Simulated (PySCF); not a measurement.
Vertical excitation energies

C7H6O.
Z-matrix (Å and degrees, GFN2-xTB geometry), rows numbered from 1:
```
O 
C   1  1.3643
C   2  1.3901  1  117.30
C   3  1.4063  2  122.73  1   179.94
C   4  1.3563  3  113.30  2     0.01
C   5  1.3789  4  123.99  3    -0.02
C   6  1.3539  5  124.78  4     0.03
C   6  1.4876  5   62.44  4  -179.91
H   1  0.9648  2  109.53  3  -179.96
H   3  1.0784  2  117.28  1    -0.03
H   4  1.0795  3  121.05  2   179.98
H   7  1.0828  2  121.26  1     0.09
H   8  1.0850  5  119.10  6  -106.68
H   8  1.0850  5  119.14  6   106.70
```

Level of theory: TDDFT wB97X-D/def2-SVPD, vertical, gas phase, core orbitals frozen in the response in PySCF.

Task: List the vertical singlet excitations with oscillator strengths and describe the spectrum.

Result: 

```
state  E (eV)  λ (nm)       f  |μ| (D)  symmetry  main configurations (H = HOMO, L = LUMO)
   S1    4.93   251.6   0.081     2.08        A′                  H→L (88%), H-1→L+1 (11%)
   S2    5.75   215.8   0.042     1.38        A′                  H→L+1 (85%), H-1→L (12%)
   S3    6.07   204.3  0.0035     0.39        A″                               H-2→L (98%)
   S4    6.23   199.1  0.0002     0.10         –                               H→L+2 (90%)
   S5    6.63   187.0  0.0005     0.15         –                             H-2→L+1 (95%)
   S6    6.67   185.9  0.0017     0.26         –                               H→L+3 (88%)
   S7    6.85   181.1   0.344     3.64        A′                   H-1→L (78%), H→L+1 (8%)
   S8    7.12   174.2   0.488     4.25        A′                   H-1→L+1 (76%), H→L (9%)
```

Triplets, Tamm–Dancoff:

```
state  E (eV)  λ (nm)  main configurations (H = HOMO, L = LUMO)
   T1    3.99   310.4                    H→L (64%), H→L+1 (27%)
   T2    4.04   306.7       H→L+1 (53%), H→L (33%), H-1→L (10%)
   T3    4.82   257.4                  H-1→L (81%), H→L+1 (17%)
```

The lowest singlet comes at 252 nm (476 kJ/mol) in the ultraviolet; it is of moderate strength; its leading configuration is HOMO→LUMO (88%). The strongest level in the table is S8 at 7.12 eV (174 nm, f = 0.488). It is the last of those listed, so stronger ones may follow. Löwdin shares by element: HOMO carbon 52% or more, oxygen 16% (atoms not listed hold the other 33%); LUMO carbon 66% or more (atoms not listed hold the other 34%). The oscillator strengths of these states sum to 0.961; summed over the whole spectrum of an exact calculation they would give the number of electrons, 56 (Thomas–Reiche–Kuhn). Weighted by f, the mean energy of these states is 6.77 eV. Orbital energies (eV): HOMO-3 -11.39, HOMO-2 -9.93, HOMO-1 -9.33, HOMO -8.01, LUMO 1.28, LUMO+1 1.94, LUMO+2 2.18. Symmetry labels in Cs follow from the direction of the transition dipole and are given only for states with f of 0.002 or more. Only the lowest 8 singlets were computed, as vertical energies without vibronic structure.

On Arm Neoverse N1, one thread, no GPU (shared host), this took 66 s wall and 0.87 GiB of memory at its peak.

One conformer stands for the species.
